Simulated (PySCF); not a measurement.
Compound: C3H6BF.
Atom-mapped SMILES: `[BH2:1]/[C:2]([CH3:3])=[CH:4]\[F:5]` (hydrogens: H6, H7 on B1; H8, H9, H10 on C3; H11 on C4)

Method: PySCF 2.14.0, PBE0-D3(BJ)/def2-SVP geometry optimisation, gas phase.

(1) List the bond lengths, angles and torsions at this level.

Results:

(1) 
```
                bond  length (Å)   order
               B1–C2       1.541  single
               C2–C3       1.506  single
               C2=C4       1.347  double
               C4–F5       1.319  single
        B1–H6, B1–H7       1.208  single
C3–H8, C3–H9, C3–H10       1.101  single
              C4–H11       1.099  single
```

Bonds in one row agree within 0.01 Å and their mean is given. Orders are formal, as drawn. A selection of angles:
```
    angle  degrees
 C2–B1–H6    119.5
 C2–B1–H7    121.2
 H6–B1–H7    119.3
 B1–C2–C3    121.9
 B1–C2–C4    119.9
 C3–C2–C4    118.2
 C2–C3–H8    110.9
 C2–C3–H9    112.8
 H8–C3–H9    107.7
 C2–C4–F5    124.2
C2–C4–H11    124.6
F5–C4–H11    111.2
```

Torsions: B1–C2–C4–F5 1° (synperiplanar). The mirror-image conformer, all signs reversed, is as good.

The 5 heavy atoms lie in one plane (0.003 Å rms). The 2 C–C bonds span 1.347 Å (C2=C4, drawn double) to 1.506 Å (C2–C3, drawn single), a spread of 0.159 Å. B1 (three-coordinate boron) is planar (angles 121.2°, 119.5° and 119.3°, sum 360.0°, 0.00 Å off the plane of its three neighbours). Of the pairs four or more bonds apart, F5···H7 is among the closest relative to their van der Waals radii: 2.62 Å, 98 % of the sum of Bondi's values.

Point group: near Cs, missed by 0.11 Å at most; the miss may be what the optimiser left on a soft mode. Not checked by PBE0-D3(BJ)/def2-SVP frequencies.

The run took 26 s on an Arm Neoverse V1 with one thread, no GPU, on a shared host, and the process peaked at 0.41 GiB of memory. This is the geometry optimisation.
